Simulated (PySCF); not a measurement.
formamidinium (CH5N2), SMILES C(N)=[NH2+], charge +1.

Coordinates come from a PBE-D3(BJ)/def2-TZVP optimisation. The values are those of a single conformer.

These are PBE-D3(BJ)/def2-TZVP in PySCF values and carry that method's errors.

No scaling factor is applied to the harmonic values.

```
mode  ν (cm⁻¹)  IR (km/mol)  moving atoms (share of kinetic energy)
----  --------  -----------  --------------------------------------
1          504          0.9                  H 47 %, N 32 %, C 22 %
2          523          0.0                          H 89 %, N 11 %
3          582          0.0                          H 88 %, N 12 %
4          600        424.9                          H 84 %, N 16 %
5          700          1.9                  H 59 %, C 30 %, N 11 %
6         1006          1.0                          H 86 %, N 13 %
7         1032         22.5                          H 82 %, C 18 %
8         1098          4.9                          N 51 %, H 48 %
9         1348         42.6                          H 84 %, N 14 %
10        1372          5.9                  C 40 %, H 35 %, N 24 %
11        1568         19.7                          H 86 %, C 13 %
12        1639         38.2                          H 81 %, N 17 %
13        1733        365.7                  C 54 %, N 29 %, H 17 %
14        3134          7.1                           H 91 %, C 9 %
15        3461        281.8                                  H 96 %
16        3475         41.1                                  H 96 %
17        3577        100.3                           H 91 %, N 9 %
18        3577        175.6                           H 91 %, N 9 %
```
